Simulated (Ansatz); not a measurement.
Geometry optimisation, Ansatz 0.2.0, RKS PBE/def2-SVP.

input.yaml

```yaml
crystal:
  periodic: [false, false, false]
  atoms:
    - { symbol: Zr, position_ang: [0.0, 0.0, 0.0] }
    - { symbol: F, position_ang: [0.0, 0.0, 2.33] }
    - { symbol: Cl, position_ang: [2.3764, 0.0, -0.8392] }
    - { symbol: Cl, position_ang: [-1.1869, 2.0563, -0.8392] }
    - { symbol: F, position_ang: [-0.9326, -1.6157, -0.6593] }
    - { symbol: O, position_ang: [1.2429, 1.8744, 0.7473] }
    - { symbol: Al, position_ang: [2.6974, 1.793, 1.7702] }
    - { symbol: H, position_ang: [3.4151, 0.4269, 1.9983] }
    - { symbol: H, position_ang: [3.2545, 3.0879, 2.4385] }
    - { symbol: H, position_ang: [0.7324, 1.1045, 1.9476] }
basis:
  gaussian: { orbitals: def2-SVP }
hamiltonian:
  xc: pbe
relax:
  f_tol: 0.15
  max_steps: 25
  restrain:
    - { distance: [0, 5], at: 3.27, k: 30.0 }
    - { distance: [9, 1], at: 2.12, k: 30.0 }
    - { distance: [0, 1], at: 1.98, k: 30.0 }
    - { distance: [9, 5], at: 1.01, k: 30.0 }
output:
  orbitals: {}
```

Run as:

```bash
$ ansatz run input.yaml --threads 4 --pin off --max-ram 5120MiB --backend cpu --events-out ev --progress --plain --runs-dir out
```

Task: Where does it end, and by what steps?

Result: The run converged. The restraints hold the end off the free minimum; the threshold counts their pulls, which the force column leaves out. Restrained pairs: Zr1–O6 (2.37 → 3.25 Å), F2–H10 (1.38 → 2.13 Å), Zr1–F2 (2.33 → 1.95 Å), O6–H10 (1.51 → 0.99 Å). After 16 steps the energy has fallen by 3.382 eV (the restraints' own energy left out); H9 moved furthest, 1.49 Å.

```csv
step,energy less start (eV),largest force component (eV/Å),accepted
0,0.0000,3.665,yes
1,-0.3779,4.182,yes
2,-0.9712,5.414,yes
3,-1.7827,3.953,yes
4,-2.6129,1.306,yes
5,-2.8908,1.032,yes
6,-3.0621,0.832,yes
7,-3.1310,0.919,yes
8,-3.1664,0.989,yes
9,-3.2225,1.002,yes
10,-3.2671,1.004,yes
11,-3.2962,1.113,yes
12,-3.3156,1.127,yes
13,-3.3561,1.216,yes
14,-3.3709,1.353,yes
15,-3.3792,1.264,yes
16,-3.3819,1.285,yes
```

```xyz
10
Properties=species:S:1:pos:R:3
Zr -0.082 0.026 -0.147
F -0.479 -0.233 1.745
Cl 2.277 0.185 -0.549
Cl -1.318 1.739 -1.142
F -0.618 -1.566 -1.015
O 1.154 2.051 2.072
Al 2.860 1.735 1.780
H 3.542 0.522 2.567
H 3.623 2.896 1.003
H 0.640 1.372 2.579
```

The run took 24 s on 4 threads of Intel(R) Xeon(R) 6975P-C (Granite Rapids) (shared host), peak memory 0.24 GiB.
